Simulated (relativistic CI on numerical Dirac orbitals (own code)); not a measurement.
The spin-orbit constant of Sc VIII from its measured fine structure

Problem. The ground term 3P of Sc VIII (3s2 3p2) has the measured levels J = 0: 0.0, J = 1: 2271.9, J = 2: 5507.7 cm⁻¹ (Sugar and Corliss, J. Phys. Chem. Ref. Data 9, 473 (1980)). Test the interval rule and estimate ζ(3p).

Working.
1. In LS coupling E(J) − E(J − 1) = AJ. The intervals give A = 2271.9 (J = 1), 1617.9 (J = 2) cm⁻¹.
2. These values spread by 36 % of their mean, from second-order spin-orbit mixing with other terms and from spin-spin terms.
3. The whole width divided by the sum of the upper J values gives a mean A = 1835.9 cm⁻¹.
4. For the Hund term of a shell that is less than half full, A = +ζ/2S with 2S = 2, so ζ = 3672 cm⁻¹.

Check. The value calculated from Dirac-Coulomb-Breit radial functions of this configuration is ζ = 3635 cm⁻¹, 1 % below the estimate from measurement. The same recipe applied to the calculated levels returns 3657 cm⁻¹, which shows the bias of the recipe itself. Where the interval rule fails, the estimate is only rough.
